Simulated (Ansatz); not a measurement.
Two isomers of CH9NOSi2: A = `CO[SiH](N)[SiH3]`, B = `C[Si](N)(O)[SiH3]`.

Program: Ansatz. Geometries: PBE0-D4/def2-TZVP. ΔE: electronic, gas phase. CBS: MP2 limit from def2 TZ/QZ plus the TZ coupled-cluster correction, frozen cores. DFT in def2-TZVPP. B3LYP here is the variant with VWN-RPA as its local correlation; programs differ in this. One conformer a species, not always the lowest.

A:

Z-matrix (Å, degrees):
```
C
O 1 1.406
H 1 1.098 2 111.7
H 1 1.091 2 108.5 3 119.1
H 1 1.096 2 111.5 3 -121.5
Si 2 1.650 1 123.0 3 56.8
Si 6 2.351 2 110.6 1 -55.6
N 6 1.710 2 116.5 1 64.5
H 6 1.482 2 102.8 1 -177.5
H 7 1.489 6 112.1 2 -33.7
H 7 1.493 6 110.4 2 86.4
H 7 1.488 6 110.4 2 -154.7
H 8 1.005 6 122.5 2 -87.6
H 8 1.007 6 122.6 2 71.8
```

B:

```xyz
14

C     1.353   -0.578    1.034
Si    0.092   -0.255   -0.304
N     0.861    0.786   -1.437
O    -0.398   -1.638   -1.065
Si   -1.910    0.610    0.563
H     1.586    0.334    1.589
H     0.975   -1.316    1.745
H     2.283   -0.966    0.607
H     1.657    1.337   -1.162
H     0.345    1.234   -2.177
H     0.239   -2.031   -1.667
H    -2.644   -0.368    1.414
H    -1.621    1.812    1.398
H    -2.817    1.039   -0.539
```

(1) Which isomer does CCSD(T)/CBS put lower? Give the gap. (Best estimate.)

(2) Give E(B) − E(A) in kcal/mol with PBE-D4, MP2/def2-TZVPP, CCSD(T)/def2-TZVPP, HF/def2-TZVPP, ωB97M-V, CCSD/def2-TZVPP, B3LYP-D4. (Estimate.)

Largest T1 diagnostic: 0.012.

Results:

(1) The calculation gave: B, by 24.8 kcal/mol.

(2) Computed: PBE-D4 -23.9, MP2/def2-TZVPP -25.6, CCSD(T)/def2-TZVPP -24.0, HF/def2-TZVPP -21.2, ωB97M-V -24.3, CCSD/def2-TZVPP -23.9, B3LYP-D4 -22.9. None reverses the order clearly.

In def2-TZVPP, CCSD(T) changes the Hartree–Fock value by −2.9 kcal/mol (the triples alone add −0.2 kcal/mol) and MP2 by −4.4 kcal/mol.
